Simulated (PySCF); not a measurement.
Numbering as in the mapped SMILES `[CH2:1]=[CH:2][S:3](=[O:4])(=[O:5])[O:6][CH3:7]` (H(Xn): hydrogen on atom n). Ha(C1) is cis to S3; Hb(C1) is trans to S3.

GIAO shifts from PySCF on PBE0-D3(BJ)/def2-TZVP geometries (one conformer, non-relativistic, equivalent nuclei averaged), against TMS at the same level and in the same medium; PCM means IEF-PCM chloroform.

Measured (solution, not stated per compound (mostly CDCl3 or CCl4); Pretsch, Buehlmann, Badertscher, Structure Determination of Organic Compounds, 4th ed. (2009)): H(C2) 6.57, Hb(C1) 6.22, Ha(C1) 6.43 ppm.

**Question.** Which unscaled values do B97-2/pcSseg-2, gas; WP04/pcSseg-2, PCM; wB97X-D/pcSseg-2, PCM give, and how close are they?

**Answer.** 
```tsv
atoms	measured	B97-2/pcSseg-2, gas	WP04/pcSseg-2, PCM	wB97X-D/pcSseg-2, PCM
H(C2)	6.57	6.76	6.75	7.02
Hb(C1)	6.22	6.18	6.34	6.66
Ha(C1)	6.43	6.75	6.61	6.95
```

Mean absolute error for $^{1}$H: B97-2/pcSseg-2, gas 0.18, WP04/pcSseg-2, PCM 0.16, wB97X-D/pcSseg-2, PCM 0.47 ppm.
